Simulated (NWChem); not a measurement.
# GeH2O2F2; SMILES [F][Ge]([OH])([OH])[F]

```xyz
7

O      1.1560    -0.8535     1.0357
Ge     0.0000     0.0000     0.0245
O     -1.1560     0.8535     1.0357
F     -0.8734    -1.0562    -1.0320
F      0.8734     1.0562    -1.0320
H      2.0295    -0.8519     0.6097
H     -2.0295     0.8519     0.6097
```
Atoms are numbered in this order, from 1.

Program: NWChem. Pople sets run with spherical d functions. Structure relaxed at the B3LYP/6-31G* (spherical d) level. Level MN15/6-31G*: energy and gradient on several grids; changes count from the extra-fine grid, which is no exact limit either.

Task: Which is the coarsest grid (fine; xcoarse; coarse; medium; xfine) from which on the energy stays within 50 μHa and each gradient component within 100 μHa/bohr of xfine?

Result: medium.
```json
[
 {"grid": "xcoarse", "size of the energy change (μHa)": "50000", "largest change of a gradient component (μHa/bohr)": "3000"},
 {"grid": "coarse", "size of the energy change (μHa)": "600", "largest change of a gradient component (μHa/bohr)": "600"},
 {"grid": "medium", "size of the energy change (μHa)": "20", "largest change of a gradient component (μHa/bohr)": "< 30"},
 {"grid": "fine", "size of the energy change (μHa)": "< 10", "largest change of a gradient component (μHa/bohr)": "< 30"},
 {"grid": "xfine", "size of the energy change (μHa)": "< 10", "largest change of a gradient component (μHa/bohr)": "< 30"}
]
```
